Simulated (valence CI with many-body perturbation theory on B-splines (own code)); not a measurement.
Yb⁵⁷⁺: electric-dipole lines

Calculated by relativistic CI+MBPT: three valence electrons over a frozen Dirac-Fock core [Ne], radial functions for each j: 11 s, 11 p, 9 d, 7 f, 5 g, 2 h, 1 i, with the one-electron correlation potential Σ1 (screened to all orders), the two-electron term Σ2, the three-electron term Σ3, Breit, model QED; selected single and double excitations, second order for the rest (own B-spline code, finite nucleus).

No measured spectrum was set against this ion. As an estimate, large intervals hold to a few tenths of a per cent, small ones and those within an open d or f shell to about a per cent.

Lines 101 to 150 of 256 in falling wavelength, among levels below 89.518 Ry, chosen from the strongest by gf and those to the six lowest levels. Wavelengths and rates use the calculated energies. Electric multipoles are in the length gauge, E1 and E2 with the static RPA response of the core. Weak lines are less certain than strong ones. Lines between different terms over intervals too small for the method are left out, as are lines whose strength nearly cancels. The highest levels of a list are the least certain.

Levels are named by their leading jj configuration (3d3/2^4 stands for four electrons in 3d with j = 3/2), which in mixed levels can hold well under half, so a name can repeat and another be missing. Letters in brackets count levels of one name in rising energy.

| λ vac (Å) | Upper | Lower | A (s⁻¹) | S (a.u.) with core polarisation | S without |
| --- | --- | --- | --- | --- | --- |
| 29.35 | (3s 3p3/2 3d5/2) J=3/2 [a] | (3s^2 3d5/2) J=5/2 | 1.61e+11 | 8.03e-03 | 8.15e-03 |
| 29.25 | (3p1/2 3p3/2^2) J=5/2 | (3s 3p1/2 3p3/2) J=3/2 [b] | 5.30e+11 | 3.93e-02 | 3.99e-02 |
| 29.07 | (3p1/2 3p3/2 3d5/2) J=5/2 [a] | (3s 3p1/2 3d5/2) J=5/2 [b] | 4.56e+11 | 3.32e-02 | 3.37e-02 |
| 29.02 | (3p1/2 3p3/2 3d3/2) J=5/2 [a] | (3s 3p1/2 3d3/2) J=5/2 | 2.48e+11 | 1.79e-02 | 1.82e-02 |
| 28.96 | (3p1/2 3p3/2^2) J=3/2 | (3s 3p1/2 3p3/2) J=3/2 [b] | 2.09e+11 | 1.00e-02 | 1.02e-02 |
| 28.94 | (3p1/2 3p3/2 3d5/2) J=9/2 | (3s 3p1/2 3d5/2) J=7/2 | 5.19e+11 | 6.21e-02 | 6.30e-02 |
| 28.69 | (3s 3p3/2 3d3/2) J=3/2 [b] | (3s^2 3d3/2) J=3/2 | 7.05e+11 | 3.29e-02 | 3.34e-02 |
| 28.62 | (3p1/2 3p3/2 3d3/2) J=3/2 [b] | (3s 3p1/2 3d3/2) J=3/2 [b] | 1.53e+11 | 7.07e-03 | 7.18e-03 |
| 28.61 | (3p1/2 3p3/2 3d5/2) J=7/2 [a] | (3s 3p1/2 3d5/2) J=5/2 [a] | 8.12e+11 | 7.51e-02 | 7.63e-02 |
| 28.55 | (3p1/2 3p3/2 3d3/2) J=5/2 [b] | (3s 3p1/2 3d3/2) J=3/2 [b] | 7.80e+11 | 5.38e-02 | 5.46e-02 |
| 28.53 | (3p1/2 3p3/2 3d3/2) J=3/2 [a] | (3s 3p1/2 3d3/2) J=5/2 | 2.76e+11 | 1.27e-02 | 1.29e-02 |
| 28.51 | (3p3/2^3) J=3/2 | (3s 3p3/2^2) J=3/2 | 2.42e+12 | 1.11e-01 | 1.13e-01 |
| 28.50 | (3p1/2 3p3/2 3d5/2) J=5/2 [b] | (3s 3p1/2 3d5/2) J=3/2 | 2.16e+11 | 1.48e-02 | 1.50e-02 |
| 28.42 | (3p1/2 3p3/2 3d5/2) J=5/2 [a] | (3s 3p1/2 3d5/2) J=7/2 | 1.35e+11 | 9.17e-03 | 9.32e-03 |
| 28.35 | (3s 3p3/2 3d5/2) J=7/2 [b] | (3s^2 3d5/2) J=5/2 | 1.27e+12 | 1.14e-01 | 1.16e-01 |
| 28.34 | (3p1/2 3p3/2 3d5/2) J=7/2 [b] | (3s 3p1/2 3d5/2) J=5/2 [b] | 1.53e+11 | 1.38e-02 | 1.40e-02 |
| 28.27 | (3p1/2 3p3/2 3d3/2) J=3/2 [b] | (3s 3p1/2 3d3/2) J=1/2 | 1.70e+11 | 7.58e-03 | 7.70e-03 |
| 28.24 | (3p1/2 3p3/2 3d3/2) J=5/2 [a] | (3s 3p1/2 3d3/2) J=3/2 [a] | 2.20e+11 | 1.47e-02 | 1.49e-02 |
| 28.23 | (3p1/2^2 3p3/2) J=3/2 | (3s 3p1/2^2) J=1/2 | 2.33e+11 | 1.04e-02 | 1.05e-02 |
| 28.13 | (3p1/2 3p3/2 3d3/2) J=7/2 | (3s 3p1/2 3d3/2) J=5/2 | 9.16e+11 | 8.04e-02 | 8.17e-02 |
| 28.10 | (3p3/2^3) J=3/2 | (3s 3p3/2^2) J=1/2 | 6.18e+11 | 2.71e-02 | 2.75e-02 |
| 28.09 | (3s 3p1/2 3p3/2) J=3/2 [b] | (3s^2 3p1/2) J=1/2 | 5.10e+11 | 2.23e-02 | 2.27e-02 |
| 27.99 | (3p1/2 3p3/2 3d3/2) J=1/2 [b] | (3s 3p1/2 3d3/2) J=1/2 | 4.67e+11 | 1.01e-02 | 1.03e-02 |
| 27.95 | (3p1/2 3p3/2^2) J=1/2 | (3s 3p1/2 3p3/2) J=3/2 [b] | 1.15e+12 | 2.48e-02 | 2.52e-02 |
| 27.92 | (3p1/2 3p3/2^2) J=5/2 | (3s 3p1/2 3p3/2) J=5/2 | 2.86e+11 | 1.84e-02 | 1.87e-02 |
| 27.91 | (3p1/2 3p3/2 3d5/2) J=3/2 [a] | (3s 3p1/2 3d5/2) J=5/2 [a] | 2.84e+11 | 1.22e-02 | 1.24e-02 |
| 27.88 | (3p1/2 3p3/2 3d5/2) J=1/2 | (3s 3p1/2 3d5/2) J=3/2 | 3.84e+11 | 8.21e-03 | 8.34e-03 |
| 27.83 | (3s 3p3/2 3d3/2) J=5/2 [b] | (3s^2 3d3/2) J=3/2 | 2.48e+12 | 1.59e-01 | 1.61e-01 |
| 27.77 | (3p1/2 3p3/2 3d3/2) J=3/2 [a] | (3s 3p1/2 3d3/2) J=3/2 [a] | 4.37e+11 | 1.85e-02 | 1.88e-02 |
| 27.72 | (3p1/2 3p3/2 3d5/2) J=7/2 [b] | (3s 3p1/2 3d5/2) J=7/2 | 1.97e+11 | 1.65e-02 | 1.68e-02 |
| 27.66 | (3p1/2 3p3/2^2) J=3/2 | (3s 3p1/2 3p3/2) J=5/2 | 1.79e+11 | 7.46e-03 | 7.58e-03 |
| 27.61 | (3p1/2 3p3/2 3d3/2) J=1/2 [a] | (3s 3p1/2 3d3/2) J=3/2 [a] | 9.47e+11 | 1.97e-02 | 2.00e-02 |
| 27.54 | (3s 3p3/2 3d3/2) J=1/2 [b] | (3s^2 3d3/2) J=3/2 | 2.04e+12 | 4.21e-02 | 4.28e-02 |
| 27.52 | (3s 3p1/2 3p3/2) J=1/2 | (3s^2 3p1/2) J=1/2 | 1.76e+12 | 3.62e-02 | 3.68e-02 |
| 27.50 | (3s 3p3/2^2) J=1/2 | (3s^2 3p3/2) J=3/2 | 1.27e+12 | 2.61e-02 | 2.65e-02 |
| 27.40 | (3p1/2 3p3/2 3d3/2) J=5/2 [a] | (3p1/2^2 3p3/2) J=3/2 | 1.84e+11 | 1.12e-02 | 1.14e-02 |
| 27.40 | (3p1/2 3p3/2 3d5/2) J=3/2 [b] | (3s 3p1/2 3d5/2) J=5/2 [b] | 7.62e+11 | 3.09e-02 | 3.14e-02 |
| 27.39 | (3s 3p1/2 3d3/2) J=3/2 [a] | (3s 3p1/2^2) J=1/2 | 1.70e+11 | 6.88e-03 | 6.99e-03 |
| 27.19 | (3s 3p3/2 3d3/2) J=3/2 [a] | (3s 3p1/2 3p3/2) J=3/2 [b] | 2.11e+10 | 8.37e-04 | 8.50e-04 |
| 27.18 | (3s 3p3/2 3d5/2) J=3/2 [b] | (3s^2 3d5/2) J=5/2 | 1.61e+12 | 6.36e-02 | 6.46e-02 |
| 27.12 | (3s 3p3/2^2) J=3/2 | (3s^2 3p3/2) J=3/2 | 2.58e+12 | 1.02e-01 | 1.03e-01 |
| 27.10 | (3s 3p3/2 3d3/2) J=1/2 [a] | (3s 3p1/2 3p3/2) J=3/2 [b] | 1.37e+11 | 2.70e-03 | 2.74e-03 |
| 27.04 | (3s 3p3/2 3d5/2) J=5/2 [b] | (3s^2 3d5/2) J=5/2 | 1.39e+12 | 8.13e-02 | 8.26e-02 |
| 27.01 | (3s 3p3/2 3d3/2) J=5/2 [a] | (3s 3p1/2 3p3/2) J=3/2 [b] | 1.58e+11 | 9.23e-03 | 9.38e-03 |
| 26.96 | (3p1/2 3p3/2 3d3/2) J=3/2 [a] | (3p1/2^2 3p3/2) J=3/2 | 4.03e+11 | 1.56e-02 | 1.58e-02 |
| 26.96 | (3p1/2 3p3/2 3d5/2) J=7/2 [b] | (3s 3p1/2 3d5/2) J=5/2 [a] | 1.07e+11 | 8.30e-03 | 8.43e-03 |
| 26.91 | (3p1/2 3p3/2^2) J=5/2 | (3s 3p1/2 3p3/2) J=3/2 [a] | 4.82e+10 | 2.78e-03 | 2.82e-03 |
| 26.82 | (3p1/2 3p3/2 3d5/2) J=5/2 [b] | (3s 3p1/2 3d5/2) J=5/2 [a] | 5.02e+11 | 2.87e-02 | 2.91e-02 |
| 26.81 | (3p1/2 3p3/2 3d3/2) J=1/2 [a] | (3p1/2^2 3p3/2) J=3/2 | 3.27e+11 | 6.23e-03 | 6.32e-03 |
| 26.71 | (3p1/2 3p3/2 3d3/2) J=5/2 [b] | (3s 3p1/2 3d3/2) J=5/2 | 2.17e+11 | 1.22e-02 | 1.24e-02 |
